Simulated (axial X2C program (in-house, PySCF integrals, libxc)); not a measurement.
NaSe⁻: from the spin-free to the two-component result

Calculated with an in-house relativistic program for diatomic molecules. Spin-free means the one-electron spin-free X2C Hamiltonian; two-component (2c) means X2C with spin–orbit coupling and atomic mean-field two-electron Coulomb and Gaunt terms, so the difference of the two also holds small scalar two-electron terms. Basis: Se dyall-acv3z [9s10p7d5f1g], Na dyall-av3z [10s9p5d2f] (cores contracted in-house); Gaussian nuclei, density fitting, unrestricted open shells. Masses: Se 79.917 u, Na 22.990 u.

Spin-free state: M_S = 0, Λ = 0 (closed shell); fragments Se- + Na.

```csv
level,Re (Å),ωe (cm⁻¹),De (eV),μ (D)
PBE0,2.517,291.3,1.435,5.33
HF,2.528,302.9,0.186,7.74
CCSD,2.553,279.8,1.311,n/a
CCSD(T),2.571,268.7,1.499,n/a
BLYP,2.559,268.4,1.596,3.82
```

Correlated methods: 8 electrons correlated (number of frozen shells: Se 3 s, 2 p, 1 d; Na 2 s, 1 p), 284 virtual spin orbitals or spinors in MP2, 88 natural virtuals in coupled cluster.

Dipoles are positive if Na is the positive end and refer to the centre of mass.

Two-component determinant lowest at the distance of the search:

Ω = 0 (closed shell); fragments Se- + Na.

| level | Re (Å) | ωe (cm⁻¹) | De (eV) | μ (D) |
| --- | --- | --- | --- | --- |
| PBE0 | 2.522 | 287.0 | 1.411 | 5.01 |
| HF | 2.531 | 299.9 | 0.103 | 7.54 |
| CCSD | 2.558 | 275.2 | 1.237 | n/a |
| CCSD(T) | 2.576 | 264.0 | 1.422 | n/a |
| BLYP | 2.568 | 261.6 | 1.542 | 3.22 |

(1) From the two tables, how do the constants change at the CCSD(T) level (2c against spin-free)?

The state is a single determinant with fixed occupations, the lowest that a limited PBE0 search found. Closed shells are restricted here (equal orbitals for both partners); the stretched side of such a curve lies too high. Dissociation energies refer to the lowest single-determinant-based atoms at the same level and basis. CCSD and (T) use frozen natural virtuals with an MP2 correction for the truncation; (T) itself is uncorrected, so its De runs slightly low. Other states lie close and PBE0, whose exact exchange favours high spin, may order them wrongly; the determinant shown need not be the ground state. The nearest other spin-free determinant of the search, M_S = 1, Λ = 1, lies 0.43 eV up at the distance of the search. The functionals have no current-density term, which raises determinants with orbital currents, atoms included. The highest occupied level of some functionals is positive through self-interaction error; at Hartree–Fock it is bound. The T1 diagnostic is large, a sign of multireference character. With the outer-core shells frozen, correlated bond lengths of heavy atoms tend to come out a few hundredths of an ångström too long. Hartree–Fock gets electron affinities wrong, so its lowest charge split need not be the true one.

Results:

(1) At the CCSD(T) level Re increases by 0.005 Å and ωe falls by 4.7 cm⁻¹; De changes by -0.077 eV.
